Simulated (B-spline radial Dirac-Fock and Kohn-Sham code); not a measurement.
## Two-hole binding energies of Rb

System: the free rubidium atom, 1s2 2s2 2p6 3s2 3p6 3d10 4s2 4p6 5s1.

Method: multi-electron Dirac-Fock with separately optimised hole states, Breit and Lamb-shift corrections added in first order. Computed with a B-spline atomic structure program. U is the two-hole binding energy less the two single-hole energies, the effective repulsion of the holes after relaxation. Each two-hole energy is an average over J within one jj subconfiguration.

```tsv
holes	E(a) (eV)	E(b) (eV)	E(ab) (eV)	U (eV)
1s⁻¹ 2p1/2⁻¹	15205.4	1871.5	17222.4	145.5
1s⁻¹ 3d5/2⁻¹	15205.4	115.9	15354.8	33.4
2s⁻²	2077.7	2077.7	4240.8	85.4
2s⁻¹ 2p3/2⁻¹	2077.7	1811.7	?	?
2p1/2⁻²	1871.5	1871.5	3847.9	105.0
2s⁻¹ 3p1/2⁻¹	2077.7	257.3	2370.3	35.3
2p1/2⁻¹ 3s⁻¹	1871.5	331.9	2238.5	35.2
2s⁻¹ 3d3/2⁻¹	2077.7	117.4	2230.3	35.2
2s⁻¹ 3d5/2⁻¹	2077.7	115.9	2228.6	35.0
2p3/2⁻¹ 3p1/2⁻¹	1811.7	257.3	2105.3	36.3
2p3/2⁻¹ 3d3/2⁻¹	1811.7	117.4	1964.8	35.6
2p3/2⁻¹ 3d5/2⁻¹	1811.7	115.9	1962.1	34.5
3p1/2⁻²	257.3	257.3	545.2	30.6
3p3/2⁻²	248.0	248.0	524.6	28.6
```

Problem. Give the missing two-hole energy and U.

Solution. E(ab) = 3966.6 eV and U = 77.2 eV.
